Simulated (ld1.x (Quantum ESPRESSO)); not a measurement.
What one change does to a pseudopotential (Pt, ultrasoft)

Pt (Z = 78), ultrasoft, made with ld1.x (Quantum ESPRESSO) 7.5 (PW91, scalar-relativistic). Core [Xe] 4f14, reference 5d9 6s0.5 6p0 (charge +0.5). Waves: 6s (bound): rcut 1.85, rcutus 2.55 bohr; 6s channel at 0.5 Ry: rcut 1.85, rcutus 2.55 bohr; 6p (bound, empty): rcut 2.55, rcutus 2.90 bohr; 6p channel at 0.4 Ry: rcut 2.55, rcutus 2.90 bohr; 5d (bound): rcut 1.40, rcutus 1.55 bohr; 5d channel at 0.1 Ry: rcut 1.40, rcutus 1.55 bohr. Local part: all-electron potential smoothed inside 1.65 bohr (lloc = -2). Core correction: a·sin(br)/r model core inside 1.25 bohr. Augmentation charge: PSQ, inside the norm-conserving radii.

Change: all radii but the core radius scaled by about 1.29 (s 3.30, p 3.76, d 2.00 bohr, rcut 2.40/3.30/1.82); local potential all-electron potential smoothed inside 2.14 bohr (lloc = -2).

Cutoffs: the cutoffs (Ry, on a coarse ladder) from which the occupation-weighted sum of valence levels, in a spherical-Bessel basis at the reference potential, stays within 10 and 1 mRy of its value at 400 Ry; they do not see the model core or the augmentation charge, which bear on the density cutoff. Errors are all-electron minus pseudo energies relative to the spin-unpolarised reference configuration.

Q: What does the change do?

A: The potential gets softer (45 Ry and 80 Ry → 30 Ry and 45 Ry); of the 7 tests that both files solve, the error grows in 4 and shrinks in 1 by more than 15 % and 0.3 meV (median size 21.2 → 32.8 meV); neither file shows a bound ghost. A larger radius leaves more room for a smooth pseudo-wave, so fewer plane waves are needed.

```csv
quantity,base,changed
"cutoff, loose",45 Ry,30 Ry
"cutoff, tight",80 Ry,45 Ry
loose cutoff by channel (10 mRy a level),"s 6 Ry, d 35 Ry","s 6 Ry, d 21 Ry"
bound ghosts,none,none
"error for 5d9 6s1 6p0, meV [ΔE -3.73 eV]",+1.0,-4.3
"error for 5d9 6s0 6p0, meV [ΔE 5.54 eV]",-3.1,-9.8
"error for 5d8 6s0 6p0, meV [ΔE 25.58 eV]",-46,-33
"error for 5d7 6s0 6p0, meV [ΔE 57.88 eV]",-244,-221
"error for 5d8 6s1 6p0, meV [ΔE 7.50 eV]",-21,-60
"error for 5d6 6s0 6p0, meV [ΔE 103.62 eV]",-731,-717
"error for 5d9.5 6s0.5 6p0, meV [ΔE -3.85 eV]",-3.1,-4.3
lowest overlap eigenvalue by channel,"s 0.34, p 0.47, d 0.88","s 0.36, p 0.53, d 0.97"
```
